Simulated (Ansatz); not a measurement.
`C[O][Mg][F]` + H–F → `[F][Mg][F]` + CH₃OH at 298.15 K and 1 bar (ligand exchange at a Mg–O bond).

Program: Ansatz. Geometries: PBE0-D4/def2-TZVP. ΔE: electronic, gas phase. CCSD(T)/CBS is the MP2 limit (def2-TZVPP, def2-QZVPP) plus CCSD(T) − MP2 in def2-TZVPP, frozen cores. This one scheme is used for every species. For Mg outer-core shells are correlated without core-valence functions, which leaves a few kJ/mol of doubt a bond. One conformer a species, not always the lowest.

```json
{"species": "`C[O][Mg][F]`", "CCSD(T)/CBS energy (Eh)": "-414.81589", "H − E (kJ/mol)": "131.6", "S (J/(mol·K))": "310.8"}
{"species": "H–F", "CCSD(T)/CBS energy (Eh)": "-100.39570", "H − E (kJ/mol)": "33.5", "S (J/(mol·K))": "173.6"}
{"species": "`[F][Mg][F]`", "CCSD(T)/CBS energy (Eh)": "-399.61583", "H − E (kJ/mol)": "23.1", "S (J/(mol·K))": "247.4"}
{"species": "CH₃OH", "CCSD(T)/CBS energy (Eh)": "-115.61712", "H − E (kJ/mol)": "146.3", "S (J/(mol·K))": "238.2"}
```

H − E and S are ideal-gas, rigid-rotor, harmonic terms from PBE0-D4/def2-TZVP, for one conformer and one mirror image of each species. 1 Eh = 2625.50 kJ/mol, R = 8.31446 J/(mol·K).

By hand: ΔE, ΔH, ΔS and ΔG.

ΔE = (-399.61583) + (-115.61712) − (-414.81589) − (-100.39570) = -0.02136 Eh = -56.1 kJ/mol. Δ(H − E) = 23.1 + 146.3 − 131.6 − 33.5 = 4.3, so ΔH = -51.8 kJ/mol. ΔS = 247.4 + 238.2 − 310.8 − 173.6 = 1.2 J/(mol·K). ΔG = -51.8 − 298.15 × (1.2)/1000 = -52.2 kJ/mol.

By hand: the equilibrium constant, and the temperature at which ΔG would vanish if ΔH and ΔS stayed fixed.

log₁₀ K = −ΔG/(RT ln 10) = 9.1. ΔH and −TΔS have one sign here, so there is no such temperature.

The number of gas molecules stays the same, so ΔS is small and ΔH decides. A doubt of 5 kJ/mol in ΔE shifts log₁₀ K by 0.9 here. Other conformers and mirror images would add mixing entropy, several J/(mol·K) or more a flexible species. These are equilibria of isolated gas molecules and say nothing of rates. Largest T1 diagnostic: 0.012 (customary marks: 0.02 for closed shells, 0.045 for open ones).

ΔS is within the doubt of such terms, so its sign, and with it that verdict, could turn.
